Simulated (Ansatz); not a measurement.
Two isomers of CH4N2OSi: A = `N=C1N[SiH2]O1`, B = `N#CN[SiH2]O`.

Program: Ansatz. Geometries: PBE0-D4/def2-TZVP. ΔE: electronic, gas phase. CCSD(T)/CBS is the MP2 limit (def2-TZVPP, def2-QZVPP) plus CCSD(T) − MP2 in def2-TZVPP, frozen cores. Functionals use def2-TZVPP. B3LYP here is the variant with VWN-RPA as its local correlation; programs differ in this. One conformer a species, not always the lowest.

A:

```xyz
9

N     0.260   -1.639   -1.308
C     0.151   -0.647   -0.555
N    -0.812   -0.372    0.407
Si   -0.012    1.112    0.755
O     0.969    0.479   -0.462
H     1.074   -1.554   -1.908
H    -1.574   -0.991    0.606
H    -0.706    2.368    0.393
H     0.649    1.245    2.072
```

B:

```xyz
9

N     1.522    0.243   -2.390
C     1.022    0.564   -1.399
N     0.414    0.897   -0.263
Si   -0.784   -0.118    0.514
O    -0.153   -1.303    1.445
H     0.831    1.676    0.226
H    -1.504    0.778    1.438
H    -1.591   -0.670   -0.594
H     0.243   -2.067    1.023
```

Task: Which is lower in electronic energy at CCSD(T)/CBS, and by how much? (Estimate.)

Result: Ansatz gave: B, by 51.4 kJ/mol.

Task: Give E(B) − E(A) in kJ/mol with BLYP-D4, ωB97M-V, B3LYP-D4, MP2/def2-TZVPP, r2SCAN-D4, CCSD(T)/def2-TZVPP, HF/def2-TZVPP. (An estimate is asked.)

Result: Ansatz gave: BLYP-D4 -53.0, ωB97M-V -39.9, B3LYP-D4 -48.5, MP2/def2-TZVPP -59.7, r2SCAN-D4 -28.5, CCSD(T)/def2-TZVPP -54.9, HF/def2-TZVPP -66.3. None reverses the order clearly.

Task: Does the order hold for the free energy at 298.15 K (harmonic terms from PBE0-D4)? (An estimate is asked.)

Result: Ansatz gave: Yes: G(B) − G(A) = -63.5 kJ/mol, for one conformer each. Modes under 60 cm⁻¹, often nearly free rotors, make the harmonic entropy too high.

Largest T1 diagnostic: 0.014.

In def2-TZVPP, CCSD(T) changes the Hartree–Fock value by +11.4 kJ/mol (the triples alone add +2.4 kJ/mol) and MP2 by +6.6 kJ/mol. Leaving LDA and LC-ωPBE aside and taking each functional with its dispersion term where it has one, the values, not all of them listed here, spread over 34.1 kJ/mol, from B2PLYP to HSE06-D4. LDA lies +33.1 kJ/mol from PBE without D4.
